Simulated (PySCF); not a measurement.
## Computed structure and properties of TlI3(H2O)

System: TlI3(H2O) (singlet); start: template (Cs). Method: PySCF 2.14.0, RKS PBE0, Tl def2-SVP with ECP60, I def2-SVP with ECP28, O def2-SVP, H def2-SVP; non-relativistic Hamiltonian with scalar-relativistic core potentials where named; density fitting; no spin-orbit coupling.

Input of the relaxation:

```python
mol = gto.M(atom='''
Tl    -0.29343     0.29343    -0.29343
I      1.29057     1.87743     1.29057
I     -1.87743    -1.29057     1.29057
I      1.29057    -1.29057    -1.87743
O     -1.58093     1.58093    -1.58093
H     -1.92153     2.46603    -1.37713
H     -1.92153     1.37713    -2.46603''',
    basis={'Tl': 'def2-SVP', 'I': 'def2-SVP', 'O': 'def2-SVP', 'H': 'def2-SVP'},
    ecp={'Tl': 'def2-SVP', 'I': 'def2-SVP'},
    charge=0, spin=0)
mf = dft.RKS(mol, xc='PBE0')
mf.grids.atom_grid = (50, 194)
mf = mf.density_fit()  # fitting sets: Tl def2-universal-JKFIT, I def2-universal-JKFIT, O def2-universal-JKFIT, H def2-universal-JKFIT
mf.conv_tol = 1e-08; mf.max_cycle = 55
mf.kernel(dm0)  # dm0: converged density of the start geometry
# quasi-Newton relaxation in Cartesian coordinates to a largest gradient under 0.00045 Eh/bohr, steps kept in the point group
```

Run from Python with OMP_NUM_THREADS=2; the lines above give its settings. Where DIIS fails, smearing, a level shift and second-order steps follow.
It took 4.7 min on 2 threads of Arm Neoverse V2, with other jobs on the host, from the converged density of the start.

Course of the relaxation:

```json
{"step": "0", "energy above end (eV)": "0.5367", "largest force component within the symmetry (eV/Å)": "1.283"}
{"step": "1", "energy above end (eV)": "0.3010", "largest force component within the symmetry (eV/Å)": "0.833"}
{"step": "2", "energy above end (eV)": "0.0681", "largest force component within the symmetry (eV/Å)": "0.252"}
{"step": "3", "energy above end (eV)": "0.0476", "largest force component within the symmetry (eV/Å)": "0.139"}
{"step": "4", "energy above end (eV)": "0.0424", "largest force component within the symmetry (eV/Å)": "0.076"}
{"step": "5", "energy above end (eV)": "0.0397", "largest force component within the symmetry (eV/Å)": "0.029"}
{"step": "6", "energy above end (eV)": "0.0390", "largest force component within the symmetry (eV/Å)": "0.038"}
{"step": "7", "energy above end (eV)": "0.0384", "largest force component within the symmetry (eV/Å)": "0.038"}
{"step": "25", "energy above end (eV)": "0.0038", "largest force component within the symmetry (eV/Å)": "0.164"}
{"step": "26", "energy above end (eV)": "0.0018", "largest force component within the symmetry (eV/Å)": "0.140"}
{"step": "27", "energy above end (eV)": "0.0005", "largest force component within the symmetry (eV/Å)": "0.038"}
{"step": "28", "energy above end (eV)": "0.0000", "largest force component within the symmetry (eV/Å)": "0.066"}
{"step": "29", "energy above end (eV)": "0.0001", "largest force component within the symmetry (eV/Å)": "0.045"}
{"step": "30", "energy above end (eV)": "0.0000", "largest force component within the symmetry (eV/Å)": "0.006"}
```
(The steps between are left out.)

Relaxed geometry (Cs):

```xyz
7

Tl    0.0260    0.1577   -0.1577
I     1.2807    2.1360    1.2492
I    -2.2730   -0.9183    0.9183
I     1.2807   -1.2492   -2.1360
O    -1.3828    1.6327   -1.6327
H    -1.9727    2.1692   -1.0857
H    -1.9727    1.0857   -2.1692
```

```
     contact      Å
  Tl1–I2 (I)  2.733
  Tl1–I3 (I)  2.757
  Tl1–I4 (I)  2.733
Tl1–O5 (H2O)  2.517
```

On the finer grid (75, 302):

```yaml
HOMO: -7.53 eV
LUMO: -3.61 eV
Dipole_about_the_centre_of_mass: 3.62 D
Set_of_Mulliken_populations_of_Tl1_outside_the_core_potential: s 3.26, p 7.16, d 10.18
D3_BJ_dispersion_energy_not_in_the_energies: -0.265 eV
```

| atom | Mulliken (e) | Löwdin (e) | spin (e) |
| --- | --- | --- | --- |
| Tl1 | 0.41 | -0.25 | 0.00 |
| I2 | -0.18 | 0.02 | 0.00 |
| I3 | -0.22 | -0.02 | 0.00 |
| I4 | -0.18 | 0.02 | 0.00 |
| O5 | -0.23 | 0.00 | 0.00 |
| H6 | 0.20 | 0.11 | 0.00 |
| H7 | 0.20 | 0.11 | 0.00 |

On the grid (50, 194), as all that follows. Harmonic modes: 1 unstable but soft, so probably a saddle point, though modes this soft are near the noise (counted below −25 cm⁻¹); lowest -54 cm⁻¹ (negative: unstable), highest 3921 cm⁻¹, zero-point energy 0.700 eV.

Taking off one I (charge -1, singlet; the rest: singlet) in vacuum, both parts rigid, costs 7.35 eV; the small basis without counterpoise inflates it. Most of it is the attraction of opposite charges; other ways to part are cheaper, and one spin state was tried for the rest.

Rigid scan of I along the line from its metal:

distance to I2 (Å), energy (eV) and a bar:
```
     2.43      0.582 ########
     2.53      0.224 ###
     2.63      0.048 #
     2.73      0.000 
     2.83      0.037 #
     2.93      0.135 ##
     3.13      0.426 ######
     3.43      0.943 #############
     3.83      1.572 ######################
     4.33      2.147 ##############################
```

Taking off one H2O (charge 0, singlet; the rest: singlet) in vacuum, both parts rigid, costs 0.72 eV; the small basis without counterpoise inflates it.

Rigid scan of H2O along the line from its metal:

(distance to O5 (Å), energy (eV)): (2.22, 0.243), (2.32, 0.091), (2.42, 0.019), (2.52, 0.000), (2.62, 0.012), (2.72, 0.043), (2.92, 0.129), (3.22, 0.262), (3.62, 0.403), (4.12, 0.524)

One start shape was tried, so this needn't be the lowest isomer.
